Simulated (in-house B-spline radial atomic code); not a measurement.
Configurations of Tb6+, with energies counted from [Kr] 4d10 4f8 5s2 5p3. All numbers are computed (Dirac-Hartree-Fock, average of configuration; Fermi nucleus of rms radius 5.06 fm) with a radial B-spline atomic code at the basis-set limit, not measured. Energies include first-order Breit, QED and recoil terms.

Occupations are held fixed; configurations that lie above the ionisation limit could autoionise.

```json
{"configuration": "[Kr] 4d10 4f7 5s2 5p3 7s1", "E - E(ref) (eV)": "56.437", "highest orbital": "7s1/2", "its <r> (bohr)": "4.243"}
{"configuration": "[Kr] 4d10 4f8 5s2 5p2 7s1", "E - E(ref) (eV)": "68.655", "highest orbital": "7s1/2", "its <r> (bohr)": "4.273"}
{"configuration": "[Kr] 4d10 4f7 5s2 5p3 9s1", "E - E(ref) (eV)": "74.508", "highest orbital": "9s1/2", "its <r> (bohr)": "8.922"}
{"configuration": "[Kr] 4d10 4f8 5s2 5p2 7d1", "E - E(ref) (eV)": "78.396", "highest orbital": "7d5/2", "its <r> (bohr)": "5.58"}
{"configuration": "[Kr] 4d10 4f7 5s2 5p3 8g1", "E - E(ref) (eV)": "80.034", "highest orbital": "8g7/2", "its <r> (bohr)": "12.06"}
{"configuration": "[Kr] 4d10 4f8 5s2 5p2 9s1", "E - E(ref) (eV)": "86.549", "highest orbital": "9s1/2", "its <r> (bohr)": "8.964"}
{"configuration": "[Kr] 4d10 4f8 5s2 5p2 8g1", "E - E(ref) (eV)": "92.011", "highest orbital": "8g7/2", "its <r> (bohr)": "12.08"}
{"configuration": "[Kr] 4d10 4f8 5s2 5p2 9g1", "E - E(ref) (eV)": "94.228", "highest orbital": "9g7/2", "its <r> (bohr)": "15.69"}
{"configuration": "[Kr] 4d9 4f8 5s2 5p3 5g1", "E - E(ref) (eV)": "218.74", "highest orbital": "5g7/2", "its <r> (bohr)": "3.831"}
```

Order these further configurations by energy, lowest first.
A. [Kr] 4d10 4f7 5s2 5p4
B. [Kr] 4d10 4f7 5s2 5p3 9g1
C. [Kr] 4d9 4f8 5s2 5p3 6s1
D. [Kr] 4d10 4f9 5s2 5p2
E. [Kr] 4d10 4f8 5s2 5p2 6s1

A (-14.231 eV), D (17.763 eV), E (45.007 eV), B (82.254 eV), C (187.42 eV).

How far above the reference does [Kr] 4d10 4f8 5s2 5p2 5g1 lie?

75.647 eV; its least bound orbital is 5g7/2 with <r> = 3.841 bohr.

How far above the reference does [Kr] 4d9 4f9 5s2 5p3 lie?

154.41 eV; its least bound orbital is 4f7/2 with <r> = 0.7664 bohr.

How far above the reference does [Kr] 4d10 4f8 5s2 5p2 8s1 lie?

80.088 eV; its least bound orbital is 8s1/2 with <r> = 6.405 bohr.

Is the reference the lowest configuration at this level of theory?

No: [Kr] 4d10 4f7 5s2 5p4 lies 14.23 eV lower. Averages of configurations without correlation can order differently from the measured ground levels.
